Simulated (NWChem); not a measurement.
System: C2H4CuN; SMILES [CuH]<-[C-]#[N+]C

NWChem input:

```
start job
memory heap 200 mb stack 900 mb global 1100 mb
geometry units angstroms noautoz
  Cu    -0.900598    -0.259410    -1.045684
  H     -1.877840    -0.536033    -2.194679
  C      1.936540     0.555975     2.259474
  N      1.034459     0.292354     1.213946
  C      0.287270     0.077796     0.344269
  H      1.899352     1.622251     2.525837
  H      2.959253     0.300824     1.945866
  H      1.673266    -0.043149     3.143173
end
basis spherical
  * library def2-svp
end
dft
  xc pw6b95
  iterations 150
  mulliken
end
task dft energy
```

Parts of the log:

```
             Northwest Computational Chemistry Package (NWChem) 7.3.0
             --------------------------------------------------------

 C1  symmetry detected

                             Geometry "geometry" -> ""
                             -------------------------

 Output coordinates in angstroms (scale by  1.889725989 to convert to a.u.)

  No.       Tag          Charge          X              Y              Z
 ---- ---------------- ---------- -------------- -------------- --------------
    1 Cu                  29.0000     0.00035184    -1.38097005    -0.00001992
    2 H                    1.0000     0.00774330    -2.91447898     0.00271235
    3 C                    6.0000     0.00332394     3.05053818     0.00026628
    4 N                    7.0000    -0.00374387     1.64471996    -0.00010972
    5 C                    6.0000    -0.00473188     0.47824521    -0.00064785
    6 H                    1.0000     0.75704373     3.42112370    -0.70955732
    7 H                    1.0000     0.24453590     3.42422650     1.00603351
    8 H                    1.0000    -0.98487143     3.43152023    -0.29555339

 Effective nuclear repulsion energy (a.u.)     187.9682041104

                                 NWChem DFT Module
                                 -----------------

 Summary of "ao basis" -> "ao basis" (spherical)
 ------------------------------------------------------------------------------
       Tag                 Description            Shells   Functions and Types
 ---------------- ------------------------------  ------  ---------------------
 Cu                         def2-svp                11       31   5s3p2d1f
 H                          def2-svp                 3        5   2s1p
 C                          def2-svp                 6       14   3s2p1d
 N                          def2-svp                 6       14   3s2p1d

            General Information
            -------------------
          SCF calculation type: DFT
          Wavefunction type:  closed shell.
          No. of atoms     :     8
          No. of electrons :    52
           Alpha electrons :    26
            Beta electrons :    26
          Charge           :     0
          Spin multiplicity:     1
          Use of symmetry is: off; symmetry adaption is: off
          Maximum number of iterations: 150
          AO basis - number of functions:    93
                     number of shells:    41
          Convergence on energy requested:  1.00D-06
          Convergence on density requested:  1.00D-05
          Convergence on gradient requested:  5.00D-04

              XC Information
              --------------
                       PW6B95 Method XC Functional
                     Hartree-Fock (Exact) Exchange  0.280
                    PW6B95 GGA Exchange Functional  0.720
                      PW6B95 Correlation Potential  1.000

             Grid Information
             ----------------
          Grid used for XC integration:  medium
          Radial quadrature: Mura-Knowles
          Angular quadrature: Lebedev.
          Tag              B.-S. Rad. Rad. Pts. Rad. Cut. Ang. Pts.
          ---              ---------- --------- --------- ---------
          Cu                  1.35      112          12.0       590
          H                   0.35       45          14.0       434
          C                   0.70       49          14.0       434
          N                   0.65       49          11.0       434
          Grid pruning is: on
          Number of quadrature shells:   439
          Spatial weights used:  Erf1

      Superposition of Atomic Density Guess
      -------------------------------------

 Sum of atomic energies:       -1770.17614465

      Non-variational initial energy
      ------------------------------

 Total energy =   -1771.730897
 1-e energy   =   -2831.865573
 2-e energy   =     872.166472
 HOMO         =      -0.383114
 LUMO         =      -0.000825

     ---------------------------------------------
      Total Density - Mulliken Population Analysis
     ---------------------------------------------

    Atom       Charge   Shell Charges
 -----------   ------   -------------------------------------------------------
    1 Cu  29    29.16   2.00  2.00  2.00  0.81  0.06  6.00  6.01  0.35  8.36  1.58  0.00
    2 H    1     1.17   0.66  0.50  0.01
    3 C    6     5.96   1.99  0.92  0.18  1.93  0.90  0.03
    4 N    7     7.06   1.99  1.03  0.41  2.30  1.30  0.03
    5 C    6     5.97   1.99  1.03  0.39  1.61  0.90  0.05
    6 H    1     0.89   0.67  0.20  0.02
    7 H    1     0.89   0.67  0.20  0.02
    8 H    1     0.89   0.67  0.20  0.02

   convergence    iter        energy       DeltaE   RMS-Dens  Diis-err
 ---------------- ----- ----------------- --------- --------- ---------
 d= 0,ls=0.0,diis     1  -1774.3267836145 -1.96D+03  2.50D-01  2.00D+00
 d= 0,ls=0.5,diis     2  -1743.1933799201  3.11D+01  3.68D-02  1.92D+02
 d= 0,ls=0.5,diis     3  -1751.6328680705 -8.44D+00  3.13D-02  2.12D+02
 d= 0,ls=0.5,diis     4  -1756.6928818263 -5.06D+00  3.86D-02  1.77D+02
 d= 0,ls=0.5,diis     5  -1763.1548532001 -6.46D+00  4.49D-02  9.73D+01
 d= 0,ls=0.5,diis     6  -1767.3272995777 -4.17D+00  1.10D-01  5.54D+01
 d= 0,ls=0.5,diis     7  -1771.4939825075 -4.17D+00  5.30D-02  2.59D+01
 d= 0,ls=0.5,diis     8  -1773.0649753998 -1.57D+00  2.63D-02  1.01D+01
 d= 0,ls=0.5,diis     9  -1774.0055806120 -9.41D-01  1.44D-02  2.99D+00
 d= 0,ls=0.5,diis    10  -1774.3685450857 -3.63D-01  7.88D-03  4.16D-01
 d= 0,ls=0.5,diis    11  -1774.4614063936 -9.29D-02  4.70D-03  6.49D-02
  Resetting Diis
 d= 0,ls=0.5,diis    12  -1774.4910052121 -2.96D-02  2.77D-03  7.90D-02
 d= 0,ls=0.5,diis    13  -1774.5000144389 -9.01D-03  4.47D-03  1.36D-01
 d= 0,ls=0.5,diis    14  -1774.5052652434 -5.25D-03  1.87D-03  2.12D-01
 d= 0,ls=0.5,diis    15  -1774.5213098055 -1.60D-02  1.36D-03  2.97D-02
 d= 0,ls=0.5,diis    16  -1774.5264976819 -5.19D-03  9.66D-04  4.60D-03
 d= 0,ls=0.5,diis    17  -1774.5287342031 -2.24D-03  7.68D-04  1.95D-03
 d= 0,ls=0.5,diis    18  -1774.5300208508 -1.29D-03  5.39D-04  9.61D-04
 d= 0,ls=0.5,diis    19  -1774.5306450975 -6.24D-04  3.76D-04  5.57D-04
 d= 0,ls=0.5,diis    20  -1774.5309502160 -3.05D-04  2.66D-04  2.45D-04
 d= 0,ls=0.5,diis    21  -1774.5310955918 -1.45D-04  1.81D-04  9.67D-05
 d= 0,ls=0.5,diis    22  -1774.5311606271 -6.50D-05  1.21D-04  3.92D-05
 d= 0,ls=0.5,diis    23  -1774.5311888521 -2.82D-05  7.75D-05  1.69D-05
 d= 0,ls=0.5,diis    24  -1774.5312005813 -1.17D-05  5.00D-05  7.33D-06
 d= 0,ls=0.5,diis    25  -1774.5312055539 -4.97D-06  3.36D-05  3.20D-06
 d= 0,ls=0.5,diis    26  -1774.5312077643 -2.21D-06  2.23D-05  1.38D-06
 d= 0,ls=0.5,diis    27  -1774.5312087327 -9.68D-07  1.48D-05  6.00D-07
 d= 0,ls=0.5,diis    28  -1774.5312091578 -4.25D-07  9.83D-06  2.64D-07

         Total DFT energy =    -1774.531209344413
      One electron energy =    -2839.079813874363
           Coulomb energy =      963.916397123038
    Exchange-Corr. energy =      -87.335996703533
 Nuclear repulsion energy =      187.968204110446

 Numeric. integr. density =       51.999983649836

                       DFT Final Molecular Orbital Analysis
                       ------------------------------------

 Vector   24  Occ=2.000000D+00  E=-2.783641D-01
              MO Center=  3.6D-04, -1.4D+00,  2.1D-05, r^2= 3.4D-01
   Bfn.  Coefficient  Atom+Function         Bfn.  Coefficient  Atom+Function
  ----- ------------  ---------------      ----- ------------  ---------------
    18      0.852595  1 Cu d  1              23      0.308307  1 Cu d  1
    17      0.025528  1 Cu d  0

 Vector   25  Occ=2.000000D+00  E=-2.783639D-01
              MO Center=  2.9D-04, -1.4D+00, -3.6D-06, r^2= 3.4D-01
   Bfn.  Coefficient  Atom+Function         Bfn.  Coefficient  Atom+Function
  ----- ------------  ---------------      ----- ------------  ---------------
    17      0.738355  1 Cu d  0              19     -0.426320  1 Cu d  2
    22      0.266996  1 Cu d  0              24     -0.154161  1 Cu d  2
    18     -0.029434  1 Cu d  1

 Vector   26  Occ=2.000000D+00  E=-2.136023D-01
              MO Center=  4.5D-03, -2.2D+00,  1.4D-03, r^2= 1.9D+00
   Bfn.  Coefficient  Atom+Function         Bfn.  Coefficient  Atom+Function
  ----- ------------  ---------------      ----- ------------  ---------------
     4      0.408422  1 Cu s                 32      0.323308  2 H  s
    19      0.303025  1 Cu d  2               3     -0.243620  1 Cu s
    33      0.214431  2 H  s                 53      0.189950  4 N  s
    67     -0.181562  5 C  s                 13     -0.177368  1 Cu py
    17      0.174960  1 Cu d  0               5      0.143881  1 Cu s

 Vector   27  Occ=0.000000D+00  E=-2.215414D-02
              MO Center=  4.3D-02,  7.3D-01,  3.0D-02, r^2= 3.1D+00
   Bfn.  Coefficient  Atom+Function         Bfn.  Coefficient  Atom+Function
  ----- ------------  ---------------      ----- ------------  ---------------
    73      0.526210  5 C  pz                70      0.444542  5 C  pz
    59     -0.419101  4 N  pz                85      0.379624  7 H  s
    56      0.358308  4 N  pz                80     -0.317523  6 H  s
    14      0.235676  1 Cu pz                45     -0.219641  3 C  pz
    16     -0.204553  1 Cu d -1              84      0.140620  7 H  s

 Vector   28  Occ=0.000000D+00  E=-2.214301D-02
              MO Center= -4.7D-02,  7.3D-01, -3.1D-02, r^2= 3.1D+00
   Bfn.  Coefficient  Atom+Function         Bfn.  Coefficient  Atom+Function
  ----- ------------  ---------------      ----- ------------  ---------------
    71      0.526274  5 C  px                68      0.444614  5 C  px
    57     -0.419147  4 N  px                90     -0.399457  8 H  s
    54      0.358315  4 N  px                80      0.258168  6 H  s
    12      0.235703  1 Cu px                43     -0.219279  3 C  px
    15     -0.204568  1 Cu d -2              85      0.148691  7 H  s

 Vector   29  Occ=0.000000D+00  E= 3.229047D-02
              MO Center=  2.5D-03,  1.8D+00,  4.7D-04, r^2= 1.1D+01
   Bfn.  Coefficient  Atom+Function         Bfn.  Coefficient  Atom+Function
  ----- ------------  ---------------      ----- ------------  ---------------
    39      1.881543  3 C  s                  5     -1.063044  1 Cu s
    80     -0.909510  6 H  s                 85     -0.910957  7 H  s
    90     -0.912436  8 H  s                  4      0.623957  1 Cu s
    44      0.374742  3 C  py                33      0.300789  2 H  s
    38      0.248756  3 C  s                 66      0.182837  5 C  s

     ---------------------------------------------
      Total Density - Mulliken Population Analysis
     ---------------------------------------------

    Atom       Charge   Shell Charges
 -----------   ------   -------------------------------------------------------
    1 Cu  29    28.87   2.00  2.00  2.00  0.68  0.17  6.00  6.01  0.36  7.80  1.85  0.00
    2 H    1     1.21   0.68  0.52  0.01
    3 C    6     5.88   1.99  0.90  0.09  2.12  0.74  0.04
    4 N    7     7.12   1.99  1.01  0.40  2.48  1.22  0.02
    5 C    6     6.15   1.99  1.04  0.43  1.80  0.83  0.06
    6 H    1     0.92   0.74  0.16  0.02
    7 H    1     0.92   0.74  0.16  0.02
    8 H    1     0.92   0.74  0.16  0.02

     -------------------------------------------
      Total Density - Lowdin Population Analysis
     -------------------------------------------

    Atom       Charge   Shell Charges
 -----------   ------   -------------------------------------------------------
    1 Cu  29    29.05   2.00  2.00  1.96  0.58  0.30  5.99  5.90  0.60  7.60  2.11  0.00
    2 H    1     1.23   0.61  0.59  0.02
    3 C    6     5.96   1.96  0.56  0.30  1.88  1.15  0.10
    4 N    7     6.96   1.97  0.74  0.39  2.28  1.53  0.05
    5 C    6     5.97   1.97  0.73  0.45  1.66  1.03  0.12
    6 H    1     0.95   0.64  0.25  0.06
    7 H    1     0.95   0.64  0.25  0.06
    8 H    1     0.95   0.64  0.25  0.06

     Multipole analysis of the density
     ---------------------------------

     L   x y z        total         alpha         beta         nuclear
     -   - - -        -----         -----         ----         -------
     0   0 0 0     -0.000000    -26.000000    -26.000000     52.000000

     1   1 0 0     -0.001825     -0.000912     -0.000912     -0.000000
     1   0 1 0      3.305037      1.652518      1.652518      0.000000
     1   0 0 1     -0.001865     -0.000932     -0.000932     -0.000000

     2   2 0 0    -23.630660    -14.677979    -14.677979      5.725298
     2   1 1 0      0.042136     -0.006036     -0.006036      0.054208
     2   1 0 1     -0.000147     -0.000029     -0.000029     -0.000090
     2   0 2 0    -23.344448   -324.402717   -324.402717    625.460986
     2   0 1 1      0.011022      0.009349      0.009349     -0.007677
     2   0 0 2    -23.630493    -14.677342    -14.677342      5.724192
```

Level: PW6B95/def2-SVP. Geometry: optimised at PBE0/def2-SVP.
